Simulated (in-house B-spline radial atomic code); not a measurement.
Configurations of N, with energies counted from [He] 2s2 2p3. Method: non-relativistic RPBE, spin-polarised, spherical fractional occupations, point nucleus. Calculated with a radial B-spline atomic code at the basis-set limit. Shells without spins written out take the highest spin.

Occupations are held fixed; configurations that lie above the ionisation limit could autoionise.

```csv
configuration,E - E(ref) (eV),highest orbital,its <r> (bohr)
[He] 2s2 2p2 3s1,10.592,3s up,5.132
[He] 2s1 2p4,11.147,2p down,1.689
[He] 2s2 2p2 3p1,11.905,3p up,6.503
"[He] 2s2 2p(1 up, 1 down) 3p(0 up, 1 down)",13.789,3p down,6.568
"[He] 2s(1 up, 0 down) 2p(1 up, 2 down) 3p(1 up, 0 down)",25.598,3p up,6.55
```

Problem. Order these further configurations by energy, lowest first.
A. [He] 2s2 2p(1 up, 1 down) 3d(1 up, 0 down)
B. [He] 2s2 2p2 3d1
C. [He] 2s1 2p3 3s1
D. [He] 2s2 2p(2 up, 0 down) 3s(0 up, 1 down)
E. [He] 2s1 2p3 3p1

Solution. D (10.772 eV), B (13.152 eV), A (15.006 eV), C (16.304 eV), E (17.638 eV).

Problem. How far above the reference does [He] 2s1 2p3 3d1 lie?

Solution. 18.903 eV; its least bound orbital is 3d up with <r> = 9.482 bohr.
